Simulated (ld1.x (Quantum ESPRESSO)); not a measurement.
# Before and after: RRKJ potential for erbium

```json
{"Element": "erbium (Er)", "Generator": "ld1.x (Quantum ESPRESSO) 7.5", "Type": "norm-conserving RRKJ (Kleinman–Bylander form)", "Functional": "PBE", "Relativity": "scalar-relativistic", "Frozen core": "[Kr] 4d10", "Valence charge": "22", "Reference configuration": "4f12 5s2 5p6 5d0 6s0 6p0 (charge +2)", "Partial waves": "5s (bound): rc 2.00 bohr; 5p (bound): rc 2.40 bohr; 4f (bound): rc 0.70 bohr; 5d (bound, empty): rc 2.50 bohr", "Local potential": "the d channel", "Core correction": "a·sin(br)/r model core inside 0.55 bohr"}
```

All-electron outer shells of the reference configuration (PBE, scalar-relativistic, ld1.x):

| shell | level (eV) | outermost node (bohr) | outermost maximum (bohr) |
| --- | --- | --- | --- |
| 4p | -328.82 | 0.27 | 0.49 |
| 4d | -179.63 | 0.25 | 0.51 |
| 5s | -66.32 | 0.60 | 1.11 |
| 5p | -40.77 | 0.65 | 1.28 |
| 4f | -17.44 | – | 0.51 |
| 6s | -14.88 | 1.50 | 2.98 |
| 5d | -13.48 | 0.73 | 1.88 |
| 6p | -10.30 | 1.80 | 3.69 |

Change: reference 4f12 5s2 5p6 5d0 6s1.5 6p0 (6s counted twice).

Cutoffs: the cutoffs (Ry, on a coarse ladder) from which the occupation-weighted sum of valence levels, in a spherical-Bessel basis at the reference potential, stays within 10 and 1 mRy of its value at 400 Ry; they do not see the model core or the augmentation charge, which bear on the density cutoff. Errors are all-electron minus pseudo energies relative to the spin-unpolarised reference configuration.

Task: What does the change do?

Result: The miss of the reference levels goes from 0.00 to 0.32 eV; the number of tests that count goes from 7 to 5; neither file shows a bound ghost at the reference potential, the only one tested. In the changed file ld1.x takes every shell without a wave as core, so the model core holds the 6s electrons as well and exchange and correlation see them twice. This cancels in the reference configuration, but the file is broken for other ones, and its errors say nothing about a proper core correction.

```tsv
quantity	base	changed
cutoff, loose	over 300 Ry	over 300 Ry
cutoff, tight	over 300 Ry	over 300 Ry
bound ghosts	none	none
largest miss of a reference level, eV	0.00	0.32
tests counted (converged, no solver errors)	7 of 7	5 of 7
s: phases at 2.72 bohr within 0.05 rad from the reference energy up to (Ry; the scan ends near 5)	-1.6	-0.8
p: phases at 2.72 bohr within 0.05 rad from the reference energy up to (Ry; the scan ends near 5)	-0.9	-0.2
d: phases at 2.72 bohr within 0.05 rad from the reference energy up to (Ry; the scan ends near 5)	2.3	3.0
f: phases at 2.72 bohr within 0.05 rad from the reference energy up to (Ry; the scan ends near 5)	0.3	1.1
```

Changed file: Tests not counted: 4f13 5s2 5p6 5d0 6s0 6p0 (solver errors, printed error -5168 eV); 4f12 5s2 5p6 5d1 6s1 6p0 (solver errors, printed error -5291 eV).
